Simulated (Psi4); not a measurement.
F, charge -1, singlet (a gas-phase anion, which may not be bound at this level); Psi4 1.11 with MP2/cc-pVTZ.

Psi4 was given this input:
```
memory 2 GB

molecule {
-1 1
  F     0.00000000    0.00000000    0.00000000
}

set basis cc-pvtz

energy('mp2')
print_variables()
```

Output, abridged:

```
    SCF Algorithm Type (re)set to DF.

   => Loading Basis Set <=

    Name: CC-PVTZ
    Role: ORBITAL
    Keyword: BASIS

         ---------------------------------------------------------
                                   SCF
               by Justin Turney, Rob Parrish, Andy Simmonett
                          and Daniel G. A. Smith
                              RHF Reference
         ---------------------------------------------------------

  ==> Geometry <==

    Molecular point group: d2h
    Geometry (in Angstrom), charge = -1, multiplicity = 1:

       Center              X                  Y                   Z               Mass
    ------------   -----------------  -----------------  -----------------  -----------------
         F            0.000000000000     0.000000000000     0.000000000000    18.998403162730

  Running in d2h symmetry.

  Rotational constants: A = ************  B = ************  C = ************ [cm^-1]
  Rotational constants: A = ************  B = ************  C = ************ [MHz]
  Nuclear repulsion =    0.000000000000000

  Charge       = -1
  Multiplicity = 1
  Electrons    = 10
  Nalpha       = 5
  Nbeta        = 5

  ==> Algorithm <==

  SCF Algorithm Type is DF.
  DIIS enabled.
  MOM disabled.
  Fractional occupation disabled.
  Guess Type is CORE.
  Energy threshold   = 1.00e-08
  Density threshold  = 1.00e-08
  Integral threshold = 1.00e-12

  ==> Primary Basis <==

  Basis Set: CC-PVTZ
    Blend: CC-PVTZ
    Number of shells: 10
    Number of basis functions: 30
    Number of Cartesian functions: 35
    Spherical Harmonics?: true
    Max angular momentum: 3

   => Loading Basis Set <=

    Name: (CC-PVTZ AUX)
    Role: JKFIT
    Keyword: DF_BASIS_SCF

  ==> Integral Setup <==

  SCF_SUBTYPE=INCORE selected. In-core MEM_DF algorithm will be used.
  Using in-core AOs.

  ==> MemDFJK: Density-Fitted J/K Matrices <==

    J tasked:                   Yes
    K tasked:                   Yes
    wK tasked:                   No
    Algorithm:                 Core
    Schwarz Cutoff:           1E-12
    Mask sparsity (%):       0.0000
    Fitting Condition:        1E-10

   => Auxiliary Basis Set <=

  Basis Set: (CC-PVTZ AUX)
    Blend: CC-PVTZ-JKFIT
    Number of shells: 25
    Number of basis functions: 79
    Number of Cartesian functions: 96
    Spherical Harmonics?: true
    Max angular momentum: 4

  Minimum eigenvalue in the overlap matrix is 4.2493916239E-02.
[...]
  @DF-RHF Final Energy:   -99.42428986904483
    Total Energy =                        -99.4242898690448271
[...]

  //>>>>>>>>>>>>>>>>>>>>>>>>>>>>>>>>>>>//
  //               DFMP2               //
  //<<<<<<<<<<<<<<<<<<<<<<<<<<<<<<<<<<<//

   => Loading Basis Set <=

    Name: (CC-PVTZ AUX)
    Role: RIFIT
    Keyword: DF_BASIS_MP2

	 --------------------------------------------------------
	                          DF-MP2
	      2nd-Order Density-Fitted Moller-Plesset Theory

	        Rob Parrish, Justin Turney, Andy Simmonett,
	           Ed Hohenstein, and C. David Sherrill
	 --------------------------------------------------------

   => Auxiliary Basis Set <=

  Basis Set: (CC-PVTZ AUX)
    Blend: CC-PVTZ-RI
    Number of shells: 23
    Number of basis functions: 81
    Number of Cartesian functions: 101
    Spherical Harmonics?: true
    Max angular momentum: 4

	 --------------------------------------------------------
	                 NBF =    30, NAUX =    81
	 --------------------------------------------------------
	   CLASS    FOCC     OCC    AOCC    AVIR     VIR    FVIR
	   PAIRS       0       5       5      25      25       0
	 --------------------------------------------------------

	-----------------------------------------------------------
	 ==================> DF-MP2 Energies <====================
	-----------------------------------------------------------
	 Reference Energy          =     -99.4242898690448271 [Eh]
	 Singles Energy            =      -0.0000000000000000 [Eh]
	 Same-Spin Energy          =      -0.0739758862643123 [Eh]
	 Opposite-Spin Energy      =      -0.2073560531386487 [Eh]
	 Correlation Energy        =      -0.2813319394029610 [Eh]
	 Total Energy              =     -99.7056218084477877 [Eh]
	-----------------------------------------------------------
	 ================> DF-SCS-MP2 Energies <==================
	-----------------------------------------------------------
	 SCS Same-Spin Scale       =       0.3333333333333333 [-]
	 SCS Opposite-Spin Scale   =       1.2000000000000000 [-]
	 SCS Same-Spin Energy      =      -0.0246586287547708 [Eh]
	 SCS Opposite-Spin Energy  =      -0.2488272637663785 [Eh]
	 SCS Correlation Energy    =      -0.2734858925211492 [Eh]
	 SCS Total Energy          =     -99.6977757615659783 [Eh]
	-----------------------------------------------------------

  Variable Map:
  ----------------------------------------------------------------------------
[...]
  Array Variable Map:
  ----------------------------------------------------------------------------
[...]
[...]
```
